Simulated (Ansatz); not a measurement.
ditellurium (Te2), triplet, at a GFN2-xTB geometry (core potentials on Te), with bond 2-1 at 1.8 times its length; CASSCF(4,4)/def2-SVP run with Ansatz (a first-principles code).

Input for Ansatz:
Ansatz 0.2 input:
```yaml
crystal:
  periodic: [false, false, false]
  atoms:
    - {symbol: Te, position_ang: [-0.00000000, -0.00000000, -1.30099916]}
    - {symbol: Te, position_ang: [0.00000000, 0.00000000, 3.38259782]}
basis:
  gaussian:
    orbitals: def2-SVP
hamiltonian:
  xc: hf
correlation: {active_space: {window: {electrons: 4, orbitals: 4}}}
magnetization: {spin_polarized: false, initial_magnetization: 2}
```

Problem. What does Ansatz print? Leave out banner, timings and long lists.

Solution. 
```
Functional definition: HF
669 factors; integrals over basis functions are off by at most 1.6e-4 eV
mean field evaluation 1: about -14524.8710 eV, gradient 3.4e0 eV
mean field evaluation 2: about -14524.8726 eV, gradient 3.4e0 eV
mean field evaluation 4: about -14524.9919 eV, gradient 3.6e-1 eV
mean field evaluation 8: about -14524.9918 eV, gradient 1.5e-2 eV
mean field evaluation 16: about -14526.0562 eV, gradient 3.6e0 eV
mean field evaluation 32: about -14524.9918 eV, gradient 2.9e-3 eV
mean field evaluation 64: about -14526.5181 eV, gradient 2.1e-6 eV
mean field evaluation 96: about -14526.5580 eV, gradient 3.4e-4 eV
mean field evaluation 128: about -14526.5652 eV, gradient 1.7e-1 eV
mean field evaluation 160: about -14526.9222 eV, gradient 8.5e-1 eV
mean field evaluation 192: about -14527.4535 eV, gradient 1.2e0 eV
mean field evaluation 224: about -14526.5551 eV, gradient 8.3e-2 eV
mean field evaluation 256: about -14528.8396 eV, gradient 3.2e-1 eV
mean field evaluation 288: about -14528.2156 eV, gradient 9.4e0 eV
mean field evaluation 320: about -14528.8060 eV, gradient 1.1e0 eV
mean field evaluation 352: about -14528.7651 eV, gradient 3.1e-1 eV
mean field evaluation 384: about -14528.8467 eV, gradient 1.3e-1 eV
mean field evaluation 416: about -14526.2587 eV, gradient 4.3e0 eV
mean field evaluation 448: about -14526.3700 eV, gradient 1.4e-1 eV
mean field evaluation 480: about -14527.4691 eV, gradient 1.2e-3 eV
mean field -14528.85679073 eV, -533.9256390464 hartree, gradient 1.9e-6 eV, S^2 2.000000; 27 other end points of the search recorded, 0 dependent functions left out
reference -14528.85679073 eV, -533.9256390464 hartree; 25, 23 occupied and 27, 29 virtual orbitals, 669 factors
state -14530.52329779 eV, -533.9868820514 hartree
Total energy: -14530.52329779 eV, -533.9868820514 hartree
```
